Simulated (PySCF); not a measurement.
Species: C₇H₁₆N (charge +1).
Atom-mapped SMILES: `[CH3:1][N+:2]1([CH3:3])[CH2:4][CH2:5][CH2:6][CH2:7][CH2:8]1`

Cartesian coordinates in Å at the PBE0-D3(BJ)/def2-SVP level; atoms count from 1:
```
atom  x, y, z in Å
C1    -1.3633    0.4395   -1.1404
N2    -0.7817   -0.0816    0.1272
C3    -1.8959   -0.4475    1.0424
C4     0.0715    0.9728    0.7966
C5     1.3344    1.2973    0.0246
C6     2.1629    0.0473   -0.2420
C7     1.3173   -1.0217   -0.9222
C8     0.0551   -1.3136   -0.1364
H9    -1.9800    1.3176   -0.9128
H10   -1.9843   -0.3433   -1.5931
H11   -0.5660    0.7216   -1.8339
H12   -1.4800   -0.8348    1.9803
H13   -2.5022    0.4440    1.2457
H14   -2.5152   -1.2174    0.5654
H15    0.3193    0.5665    1.7888
H16   -0.5709    1.8530    0.9419
H17    1.9000    2.0259    0.6250
H18    1.0925    1.8166   -0.9170
H19    3.0390    0.2925   -0.8587
H20    2.5544   -0.3455    0.7122
H21    1.0734   -0.7309   -1.9570
H22    1.8703   -1.9695   -1.0057
H23   -0.5992   -2.0362   -0.6446
H24    0.3036   -1.7200    0.8555
```

NICS is the negative of the GIAO shielding at a point without a nucleus: at the ring centre (0) and 1 Å above and below it (1); zz is the component along the ring normal. Level: GIAO PBE/pcSseg-1 (PySCF, non-relativistic, gas phase) on the PBE0-D3(BJ)/def2-SVP geometry, one conformer.

Ring bond lengths (Å): N2–C4 1.513, C4–C5 1.515, C5–C6 1.523, C6–C7 1.523, C7–C8 1.515, C8–N2 1.512.

Question: What do the NICS probes read (ppm)?

Answer: 
| ring | type | NICS(0) | NICS(1), two faces | NICS(1)zz, two faces | rms pucker (Å) | centre to ring atoms, mean (Å) |
| --- | --- | --- | --- | --- | --- | --- |
| N2–C4–C5–C6–C7–C8 | 6-membered ring with N; formal bonds all single | -3.1 | -2.1 / -2.8 | 1.6 / 1.2 | 0.23 | 1.47 |

Question: What do they say, and how far can they be read as aromaticity?

Answer: 
- N2–C4–C5–C6–C7–C8: mean NICS(1)zz 1.4 ppm, near zero. N2, C4, C5, C6, C7, C8 have four or more neighbours, and the NICS criterion for π rings isn't applied.

Question: At the first NICS(1) probe listed for ring N2–C4–C5–C6–C7–C8, 1 Å off the ring, what do the in-plane components average?

Answer: The isotropic value is a third of the trace: (3 × -2.1 − (1.6))/2 = -4.0 ppm.

Question: List the ring angles.

Answer: 
- N2–C4–C5–C6–C7–C8: N2 109.4°, C4 113.2°, C5 111.5°, C6 110.6°, C7 111.5°, C8 113.2°; sum 669.5° against 720° for a flat convex ring.

Question: How do the values depend on the level or the medium?

Answer: 
| level | NICS(0), N2–C4–C5–C6–C7–C8 | mean NICS(1)zz, N2–C4–C5–C6–C7–C8 |
| --- | --- | --- |
| PBE/pcSseg-1, gas | -3.1 | 1.4 |
| PBE0/pcSseg-1, gas | -3.4 | 1.3 |

The geometry is the same throughout.
